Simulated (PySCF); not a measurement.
A GIAO shielding run with PySCF (density fitting, non-relativistic, gas phase) on `CS[SiH2]C(Cl)Cl`, C2H6Cl2SSi:

```
$ OMP_NUM_THREADS=1 python probes_run.py task.json out

{"job": {"kind": "nmr", "xc": "mPW1PW91", "basis": "pcSseg-1", "pop": false}, "charge": 0, "multiplicity": 1}
C      2.444930    -0.128056     0.055485
S      0.877217    -0.838732    -0.549753
Si    -0.484552     0.114463     0.794767
C     -2.193786     0.040891    -0.035593
Cl    -2.625620    -1.655436    -0.366048
Cl    -3.376993     0.840296     1.034780
H      2.670547    -0.457742     1.079219
H      3.231626    -0.502650    -0.612800
H      2.434881     0.970102     0.009514
H     -0.600444    -0.551772     2.122583
H     -0.096600     1.546028     0.972390
H     -2.221350     0.569787    -0.997229
```

Hardware: 1 thread of an Arm Neoverse V1, shared host.

Task: How large is the calculation?

Result: 82 electrons, 160 basis functions and 926 auxiliary functions.

Task: How long does it take, and how much memory does it need?

Result: 17 s of wall time, with 12 SCF cycles and 5 response iterations; peak memory 0.89 GiB. Times on a shared host scatter by some tens of per cent.

Task: And these other runs on the same molecule and hardware: GIAO shielding at B3LYP/pcSseg-1; GIAO shielding at B97-D/pcSseg-1; GIAO shielding at BLYP/pcSseg-1; GIAO shielding at BP86/pcSseg-1; GIAO shielding at HF/pcSseg-1; GIAO shielding at KT2/pcSseg-1?

Result: B3LYP/pcSseg-1: 160 functions, 17 s; B97-D/pcSseg-1: 160 functions, 22 s; BLYP/pcSseg-1: 160 functions, 22 s; BP86/pcSseg-1: 160 functions, 22 s; HF/pcSseg-1: 160 functions, 11 s; KT2/pcSseg-1: 160 functions, 22 s.
